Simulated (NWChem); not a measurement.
C₂H₅ClSi₂; SMILES C#C[Si@@H]([SiH3])Cl

Problem. Give the equilibrium geometry at PBE-D3(BJ)/def2-SVP (NWChem) as a list of bonds and angles, with the point group.

Solution. point group C1; any orientation.
Bond lengths (Å): C1–C2 1.229, C1–H6 1.083, C2–Si3 1.833, Si3–Si4 2.349, Si3–Cl5 2.093, Si3–H7 1.501, Si4–H8 1.503, Si4–H9 1.504, Si4–H10 1.505. Angles (°): C2–C1–H6 179.6, C1–C2–Si3 177.2, C2–Si3–Si4 109.5, C2–Si3–Cl5 109.7, C2–Si3–H7 108.9, Si4–Si3–Cl5 107.4, Si4–Si3–H7 113.4, Cl5–Si3–H7 107.9, Si3–Si4–H8 108.5, Si3–Si4–H9 109.7, Si3–Si4–H10 110.2, H8–Si4–H9 109.6, H8–Si4–H10 109.6, H9–Si4–H10 109.4.
